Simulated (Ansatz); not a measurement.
Stretching the I1–H2 bond in HI (multiplicity 1 held). Energies count from the point at 1.615 Å.


Signs of static correlation in def2-TZVPP, with CASSCF(8,5), from Ansatz (a first-principles code) runs.

| R (Å) | T1 of restricted CCSD | ⟨S²⟩ of UHF | largest double amplitude of restricted CCSD | weight of the CASSCF reference in MRCISD | CASSCF natural occupations |
|---|---|---|---|---|---|
| 1.292 | 0.006 | 0.000 | 0.042 | 0.935 | 2.00 2.00 2.00 1.98 0.02 |
| 1.454 | 0.007 | 0.000 | 0.048 | 0.934 | 2.00 2.00 2.00 1.98 0.03 |
| 1.615 | 0.007 | 0.000 | 0.070 | 0.933 | 2.00 2.00 2.00 1.96 0.04 |
| 1.777 | 0.009 | 0.000 | 0.099 | 0.932 | 2.00 2.00 2.00 1.95 0.05 |
| 1.939 | 0.010 | 0.000 | 0.135 | 0.932 | 2.00 2.00 2.00 1.92 0.08 |
| 2.181 | 0.013 | 0.430 | 0.199 | 0.932 | 2.00 2.00 2.00 1.86 0.14 |
| 2.423 | 0.017 | 0.723 | 0.277 | 0.933 | 2.00 2.00 2.00 1.77 0.24 |
| 2.827 | 0.026 | 0.919 | 0.430 | 0.934 | 2.00 2.00 2.00 1.55 0.45 |
| 3.231 | 0.034 | 0.981 | ___ | 0.934 | 2.00 2.00 2.00 1.34 0.66 |
| 3.716 | 0.042 | 1.003 | ___ | 0.935 | 2.00 2.00 2.00 1.18 0.82 |
| 4.362 | 0.048 | 1.009 | 0.830 | 0.935 | 2.00 2.00 2.00 1.07 0.93 |
| 5.169 | 0.048 | 1.010 | 0.884 | 0.935 | 2.00 2.00 2.00 1.02 0.98 |
| 6.462 | 0.047 | 1.010 | 0.906 | 0.935 | 2.00 2.00 2.00 1.00 1.00 |

Problem. Some entries are withheld; supply them.

Solution. 
- 3.231, largest double amplitude of restricted CCSD: 0.582
- 3.716, largest double amplitude of restricted CCSD: 0.723

Doubts at one or more of the structures used: a restricted determinant that unrestricted orbitals would lower (R-CCSD(T)/def2-TZVPP); other coupled-cluster roots lie near (R-CCSD(T)/def2-TZVPP); a spin-contaminated determinant (U-CCSD(T)/def2-TZVPP); T1 above 0.05 (U-CCSD(T)/def2-TZVPP).
